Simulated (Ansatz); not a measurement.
WOF5H⁻, that is W(OH)F5 with one electron more. Charge -1, multiplicity 2. Geometry B3LYP-D4/def2-SVP, that of the neutral singlet; atoms count from 1.

Cartesian coordinates in Å:
```
W 0.124 0.260 0.120
O -0.602 -1.271 -0.585
H -0.986 -2.073 -0.955
F 0.858 1.810 0.833
F 1.343 -0.704 1.144
F -1.040 1.342 -0.850
F -1.073 0.255 1.545
F 1.376 0.382 -1.252
```

In the def2 sets W takes a core potential; there is no spin–orbit coupling. The highest occupied level of the charge -1 doublet lies above zero (up to 0.23 eV). By energy differences its removal costs 1.98 eV (vertical, to the charge 0 singlet, at PBE0-D4/def2-TZVPD); a positive level beside a positive removal energy at the same level points to self-interaction error.

Problem. Estimate the Mulliken populations from the PBE0/def2-TZVPD orbitals of Ansatz.

Solution. 
```
atom  charge (e)  spin (α − β)  d electrons
  W1        2.26          0.99         2.95
  O2       -0.68         -0.03            –
  H3        0.28          0.00            –
  F4       -0.49         -0.02            –
  F5       -0.59          0.02            –
  F6       -0.59          0.02            –
  F7       -0.59          0.02            –
  F8       -0.59          0.02            –
```
Mulliken values and Mayer orders depend strongly on the basis. With diffuse functions, as here, like atoms can get unlike values, and bond orders can come out too low or too high.

Problem. Where does the spin sit?

Solution. Summed by element: W 0.99, O -0.03, H 0.00, F 0.04, of 1 unpaired in all. Largest on single atoms: W1 0.99, O2 -0.03, F4 -0.02.

Problem. And the Mayer bond orders between bonded heavy atoms (over 0.3)?

Solution. W1–O2 0.98 (1.83 Å); W1–F4 0.71 (1.86 Å); W1–F5 0.64 (1.86 Å); W1–F6 0.64 (1.86 Å); W1–F7 0.64 (1.86 Å); W1–F8 0.64 (1.86 Å).
